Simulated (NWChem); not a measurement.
# AuCl; SMILES [Au][Cl]

All runs: NWChem. All runs use the structure optimised with PBE0/def2-SVP. def2 effective core potentials on Au; no spin-orbit coupling. Total energies compare along this basis series because the functional is fixed.

```tsv
level	basis functions	energy (Ha)	highest occupied level (eV)	orbital gap (eV)	dipole (D)	relative time
B3LYP/def2-SVP	50	-595.8570	-7.66	3.61	3.26	1
B3LYP/def2-SVPD	62	-595.8657	-7.87	3.62	3.83	1
B3LYP/def2-TZVP	77	-596.0251	-7.81	3.60	3.72	3
B3LYP/def2-TZVPD	89	-596.0265	-7.85	3.61	3.74	3
B3LYP/def2-TZVPP	98	-596.0262	-7.81	3.63	3.68	4
B3LYP/def2-QZVP	142	-596.0424	-7.85	3.64	3.65	10
```

Times are rough ratios from one shared machine.
